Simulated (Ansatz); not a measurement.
**Which is lower?**

The two ends of one reaction step of Si2H6OF4, closed shell (PBE0-D4/def2-TZVP).

A:

```
atom    x (Å)    y (Å)    z (Å)
 Si1  -0.9490   0.3840   1.0303
  O2   0.2444  -0.2101  -0.2032
 Si3   0.0275   0.0324  -1.9012
  F4  -1.8053   0.7832  -0.3392
  F5  -0.6438   1.8834   1.4618
  H6  -2.0549  -0.3853   1.6139
  H7   1.5710  -0.7814   1.8391
  F8   0.1434  -0.2673   2.1634
  H9   1.1042  -0.5756   0.1269
 F10   2.2292  -1.0312   1.1919
 H11  -0.0485   1.4705  -2.2014
 H12   1.2980  -0.5371  -2.4121
 H13  -1.1162  -0.7656  -2.3701
```

B:

Si1  (-1.167, 0.646, 0.705)
O2  (0.024, 0.188, -0.325)
Si3  (0.043, -0.172, -1.963)
F4  (-2.178, 1.523, -0.143)
F5  (-0.510, 1.580, 1.785)
H6  (-1.895, -0.470, 1.298)
H7  (1.287, -0.976, 2.100)
F8  (0.460, -1.238, 2.453)
H9  (1.504, -0.005, 0.389)
F10  (2.259, -0.245, 0.912)
H11  (0.064, 1.090, -2.735)
H12  (1.276, -0.956, -2.189)
H13  (-1.166, -0.964, -2.287)
(Å)

Ansatz 0.2.0; basis: def2-TZVPP; cores frozen in the correlated methods. B3LYP uses VWN-RPA correlation.

Question: Which structure is lower at CCSD(T), and by how much? (An estimate is asked for; the value comes from the calculation.)

Answer: By the calculation: B, by 0.239 eV (electronic energy, against the other). By their contacts, A is a complex of Si₂H₅OF₃ ([F][SiH]([F])([F])[OH][SiH3]) + HF and B is a complex of Si₂H₄OF₂ ([F][SiH]([F])[O][SiH3]) + HF + HF.

Question: Do the other methods give the same order? (Judge from chemistry; the calculation decides.)

Answer: The calculation gives: Not all: SPW92 gives the other order.

| method | E(B) − E(A) (eV) |
| --- | --- |
| SPW92 | 0.247 |
| PBE-D4 | -0.150 |
| BLYP-D4 | -0.275 |
| r2SCAN-D4 | -0.106 |
| B97M-V | -0.144 |
| PBE0-D4 | -0.164 |
| B3LYP-D4 | -0.254 |
| r2SCAN0-D4 | -0.125 |
| BHLYP-D4 | -0.244 |
| CAM-B3LYP-D4 | -0.154 |
| wB97X-V | -0.160 |
| wB97M-V | -0.115 |
| B2PLYP | -0.249 |
| PBE-QIDH | -0.175 |
| RPA on PBE | -0.261 |
| HF | -0.519 |
| MP2 | -0.252 |
| CCSD | -0.276 |
| CCSD(T) | -0.239 |

The T1 diagnostic stays at or below 0.012.

Labels in which every atom is bracketed show which atoms are joined, not bond orders.

For scale, one of the runs: CCSD(T)/def2-TZVPP, 323 basis functions, launched by `ansatz run in.yaml --threads 4 --pin off --events-out ev --progress --plain --max-ram 46080MiB --backend cuda --devices 0, --max-vram 37GiB`. Hardware: 4 CPU threads of an AMD EPYC 7R13 and a share of one NVIDIA H100, shared host. Wall time 11 s; peak host memory 0.88 GiB.
